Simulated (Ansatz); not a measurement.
C₄H₈BN, SMILES `BCC=C=NC`. Total charge 0; spin multiplicity 1. Geometry: relaxed with PBE0-D4/def2-TZVP. It is one conformer, not always the lowest.

```xyz
14

B    -1.336    2.355    1.219
C    -0.230    1.406    0.694
C    -0.543   -0.058    0.594
C    -0.182   -0.816   -0.410
N     0.070   -1.486   -1.392
C     1.282   -2.270   -1.521
H    -1.196    3.539    1.107
H    -2.288    1.935    1.813
H     0.244    1.781   -0.218
H     0.545    1.581    1.473
H    -1.131   -0.522    1.380
H     1.939   -2.192   -0.649
H     1.008   -3.315   -1.677
H     1.820   -1.939   -2.412
```

What is the dipole moment at ωB97M-V/def2-TZVPP? (An estimate is asked.)

Computed: 1.76 D, with components (1.63, -0.41, 0.51) D in this frame, pointing from negative to positive charge.

And with PBE, r2SCAN, B3LYP? (Estimate.)

The calculation gave: PBE 1.77 D, r2SCAN 1.76 D, B3LYP 1.72 D.

Give the Mulliken charges with ωB97M-V, r2SCAN, B3LYP in def2-TZVPP. (Estimate.)

Computed: 
| atom | ωB97M-V | r2SCAN | B3LYP |
| --- | --- | --- | --- |
| B1 | -0.16 | 0.01 | -0.07 |
| C2 | -0.16 | -0.04 | -0.11 |
| C3 | -0.20 | -0.20 | -0.22 |
| C4 | 0.03 | 0.03 | 0.02 |
| N5 | -0.16 | -0.20 | -0.14 |
| C6 | -0.17 | 0.03 | -0.11 |
| H7 | 0.07 | 0.00 | 0.04 |
| H8 | 0.07 | 0.00 | 0.03 |
| H9 | 0.11 | 0.06 | 0.09 |
| H10 | 0.10 | 0.05 | 0.07 |
| H11 | 0.12 | 0.10 | 0.11 |
| H12 | 0.10 | 0.04 | 0.08 |
| H13 | 0.12 | 0.06 | 0.11 |
| H14 | 0.12 | 0.06 | 0.10 |

B3LYP here is the variant with VWN-RPA as its local correlation; programs differ in this.
